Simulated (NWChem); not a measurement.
System: MgNH$_{2}$Cl; SMILES [Mg]([Cl])[NH2]

```xyz
5

Mg     0.0000     0.0000    -0.5110
Cl     0.0000     0.0000     1.6979
N      0.0000     0.0000    -2.3930
H      0.0000     0.8195    -2.9903
H      0.0000    -0.8195    -2.9903
```
Atoms are numbered in this order, from 1.

Results from NWChem. Pople sets run with spherical d functions. Medium grid unless said otherwise, to which SCAN and Minnesota functionals are sensitive. The geometry was optimised at B3LYP/6-31G* (spherical d).

Q: Estimate the computed values for r2SCAN/6-31G*. Quantities: highest occupied level (eV); orbital gap (eV); dipole (D).

A: 
```
Quantity                     Value
---------------------------  -----
highest occupied level (eV)  -5.21
orbital gap (eV)              3.82
dipole (D)                    2.82
```
